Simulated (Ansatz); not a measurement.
CHO, SMILES [C][OH+] (connectivity only; charge and spin as stated), charge +1, multiplicity 1.

Geometry optimised at PBE0-D3(BJ)/def2-TZVPD.

Two levels are set side by side: PBE/def2-TZVPD (Ansatz, a first-principles code) and ωB97X-V/def2-TZVPD (Ansatz). Energy differences of separate SCF runs at the same geometry; the states with an electron removed or added have multiplicity 2 and 2. Differences are taken from unrounded values.

```
quantity                           ωB97X-V
---------------------------------  -------
vertical ionisation energy (eV)      22.89
vertical electron affinity (eV)       6.48
vertical singlet–triplet gap (eV)     5.29
```

Question: What does PBE give, and how far is it from ωB97X-V? (An estimate is asked for; the answer gives what the named calculation found.)

Answer: 
```tsv
quantity	PBE	PBE minus ωB97X-V
vertical ionisation energy (eV)	22.59	-0.30
vertical electron affinity (eV)	6.56	0.07
vertical singlet–triplet gap (eV)	5.00	-0.29
```
